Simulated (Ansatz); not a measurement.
Cartesian coordinates in Å:
```
N -0.304 0.911 1.342
Sn -1.010 0.490 -0.569
Si 0.922 -1.173 -0.921
O 1.631 -0.991 0.545
H -0.974 0.693 2.069
H -0.045 1.883 1.464
H -2.613 -0.083 -0.399
H -1.041 1.966 -1.434
H 1.829 -0.793 -2.037
H 0.463 -2.568 -1.155
H 1.141 -0.335 1.095
```

Total charge 0; spin multiplicity 1. Sn: def2 effective core potential.

(1) List the ωB97M-V/def2-TZVPP orbital energies in eV (the Gaussian-basis code of Ansatz). (Estimate.)

Answers

(1) Ansatz gave: Occupied: -1807.40, -525.60, -394.28, -148.39, -142.93, -102.54, -102.49, -102.48, -97.52, -97.48, -97.45, -31.22, -31.11, -31.02, -31.00, -30.99, -30.30, -25.94, -18.09, -17.03, -15.80, -15.08, -13.32, -13.06, -12.30, -11.41, -10.80, -10.16, -9.50. Lowest empty: 0.65, 1.54, 1.95, 2.44, 2.71, 2.92, 2.97, 3.83.
